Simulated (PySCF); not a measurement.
K²⁺ (potassium, charge +2): UHF calculation

Configuration: [Ne] 3s2 3p5, 2P determinant. Calculation: PySCF 2.14, in def2-SVP; the non-relativistic Hamiltonian (point nucleus).

| Quantity | Value |
| --- | --- |
| Total energy | -597.768783 hartree |
| One-electron energy | -805.9527 hartree |
| Hartree (Coulomb) energy | 240.1276 hartree |
| Exchange energy | -31.9437 hartree |
| Kinetic energy | 595.28117 hartree |
| ⟨S²⟩ | 0.7521 |
| ⟨L²⟩ | 2.007 |
| Sum of ⟨r⟩ | 12.68 bohr |
| Sum of ⟨r²⟩ | 16.92 bohr² |
| Traceless quadrupole moment −½Σ⟨3z² − r²⟩ along its main axis | 0.969 e·bohr² |
| Density at the nucleus (Gaussians lack the cusp) | 4260 bohr⁻³ |
| Spin density at the nucleus | 0.0257 bohr⁻³ |
| Langevin diamagnetic susceptibility | -13.4 ×10⁻⁶ cm³/mol |
| Time after the integrals | 0.04 s of wall time on 1 thread of Neoverse-V2 (shared host) |

```tsv
shell	electrons	mean orbital energy (hartree)	spread (hartree)	rms radius, mean of both spins (bohr)
1s α	1	-134.64294	0	0.0944
1s β	1	-134.62707	0	0.0944
2s α	1	-15.52680	0	0.420
2s β	1	-15.51258	0	0.420
2p α	3	-12.57061	0.03564	0.388
2p β	3	-12.54442	0.02241	0.388
3s α	1	-2.62033	0	1.36
3s β	1	-2.47157	0	1.36
3p α	3	-1.79269	0.08349	1.54
3p β	2	-1.73021	0	1.54
```
